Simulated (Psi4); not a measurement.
Input for Psi4:
```
memory 2 GB

molecule mol {
0 1
  C     1.617212    0.646632   -0.689872
  Si   -0.016353    0.006959    0.003521
  N    -1.355697    1.049339    0.187977
  F     0.237552   -0.643975    1.444477
  F    -0.529163   -1.217356   -0.892450
  H     1.495513    1.055882   -1.688822
  H     2.038606    1.428664   -0.064479
  H     2.352201   -0.151369   -0.752547
  H    -1.872096    1.364960   -0.614230
  H    -1.374187    1.731254    0.925939
}

set basis cc-pvdz
set reference rhf
set freeze_core true

energy('qcisd(t)')
print_variables()
```

Task: Give the total energy at the level QCISD(T)/cc-pVDZ (Psi4 1.11).

Result: -1168.102348 Ry

Task: Give the MP2 correlation energy at the level QCISD(T)/cc-pVDZ.

Result: -0.7807 Eh

Task: Predict the nuclear repulsion energy from QCISD(T)/cc-pVDZ.

Result: 259.3094 Eh

Task: What number of basis functions does QCISD(T)/cc-pVDZ give?

Result: 99
